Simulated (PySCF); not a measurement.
ClF₂H₃SSi₂, SMILES F[SiH](F)S[SiH2]Cl.

Geometry optimised at PBE-D3(BJ)/def2-SVP. The structure was generated by enumeration, and PubChem lists no compound with its InChIKey, so it may never have been made. The values are those of a single conformer.

Computed with PySCF with PBE/def2-TZVP.

Isolated molecule, no solvent.

```json
{
 "total_energy": "-1638.39686 hartree",
 "highest_occupied_level": "-7.12 eV",
 "lowest_empty_level": "-1.48 eV",
 "orbital_gap": "5.64 eV",
 "dipole_moment": "1.85 D",
 "quadrupole, principal values (traceless, Buckingham form, about the centre of nuclear charge)": "-3.32, -2.07, 5.39 D·Å",
 "mean_static_polarisability": "81.3 bohr³ (12.04 Å³)",
 "polarisability_principal_values": "66.7, 80.1, 96.9 bohr³"
}
```
